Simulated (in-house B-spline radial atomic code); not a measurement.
The cobalt ion Co⁺ is squeezed into an impenetrable sphere of radius R (the orbitals vanish at R). Method: non-relativistic PBE, spin-polarised, spherical fractional occupations, point nucleus. Calculated with a B-spline radial code for spherical atoms.

Energies in eV above the free ion in [Ar] 3d8:

```
R (bohr)  highest level (eV)   [Ar] 3d8  [Ne] 3s2 3p5 3d9  -dE/dV in [Ar] 3d8 (GPa)
    9.67               -11.3  0.0001142             55.86                  0.000179
    6.64               -11.3    0.01867             55.87                    0.0604
    4.95               -10.8      0.302             56.14                      1.75
    4.44               -10.2     0.7023             56.52                       5.1
     3.6               -8.19      2.918             58.76                      33.7
    3.13                -5.6       6.75             62.73                       109
    2.55                1.24      20.88             77.63                       577
    2.38                4.77      30.08             87.34                      1010
    1.74                35.6      150.7             212.5                     12300
    1.23                 127      775.1             841.8                    157000
```

(1) Does [Ne] 3s2 3p5 3d9 fall below [Ar] 3d8 under compression?

The highest level is first positive in the row R = 2.55 bohr, pushed up by confinement above the zero of the free ion's potential. Each configuration is held fixed and needn't be the lowest in the sphere.

Results:

(1) No, it stays above over the whole range.
